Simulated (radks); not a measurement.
The numbers below are computed, except where a source is named.
Q: Ionisation of the silicon ion Si+, [Ne] 3s2 3p1, to Si2+, [Ne] 3s2, under several functionals. Non-relativistic Kohn-Sham, spin-unpolarised, spherical densities, point nucleus; a radial shooting solver on a logarithmic mesh with Libxc functionals. The NIST Atomic Spectra Database gives 16.346 eV (measured). Rank these functionals by the error of their Delta-SCF ionisation energy: LDA (Slater exchange, VWN5 correlation); AM05; exchange-only LDA; XLYP; B86b exchange with PBE correlation; LDA (Slater exchange, Perdew-Zunger correlation); r2SCAN; Tao-Mo meta-GGA; LDA (Slater exchange, Perdew-Wang correlation); BLYP; TPSS; exchange-only r2SCAN.

A: From best to worst: LDA (Slater exchange, Perdew-Zunger correlation) 16.126 eV (-0.219); LDA (Slater exchange, VWN5 correlation) 16.121 eV (-0.225); LDA (Slater exchange, Perdew-Wang correlation) 16.120 eV (-0.226); B86b exchange with PBE correlation 16.033 eV (-0.313); TPSS 15.971 eV (-0.375); AM05 15.953 eV (-0.393); XLYP 15.931 eV (-0.415); Tao-Mo meta-GGA 15.904 eV (-0.442); BLYP 15.901 eV (-0.445); r2SCAN 15.838 eV (-0.508); exchange-only LDA 14.958 eV (-1.388); exchange-only r2SCAN 14.952 eV (-1.394). Spin polarisation and multiplet splitting are left out, so open shells lie too high by an amount that depends on their filling.

Beside tabulated values, note that spin-unpolarised runs miss the spin-polarisation part of the exchange energy of open shells.
